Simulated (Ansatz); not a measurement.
System: sum formula SiNH₄, charge 0, multiplicity 2. It need not be the lowest isomer of its formula. SMILES: N[SiH2]
Coordinates optimised at B3LYP-D3(BJ)/def2-TZVP (Ansatz, an electronic-structure program):
```xyz
6

Si    -0.6251     0.0767    -0.0245
N      1.1015    -0.0449    -0.0103
H     -1.1414    -1.1445    -0.7060
H     -1.0708     0.1044     1.3977
H      1.6507     0.5645     0.5765
H      1.6028    -0.2838    -0.8524
```
Charge 0, spin multiplicity 2.

Parts of the frozen-core correlation energy in cc-pV(D+d)Z (Ansatz, hartree). Frozen orbitals: 6; correlated occupied orbitals by spin: 7 and 6; virtual: 44 and 45. UHF or UKS for open shells. Spin-orbit coupling is left out. No relativistic terms.

```tsv
term	value
reference (HF)	-345.69441
MP2 opposite-spin	-0.20442
MP2 same-spin	-0.05720
CCSD correlation	-0.29277
(T)	-0.00706
CCSDT minus CCSD(T)	-0.00079
T1 diagnostic	0.016
largest doubles amplitude	0.034
<S^2> of the reference	0.756
```
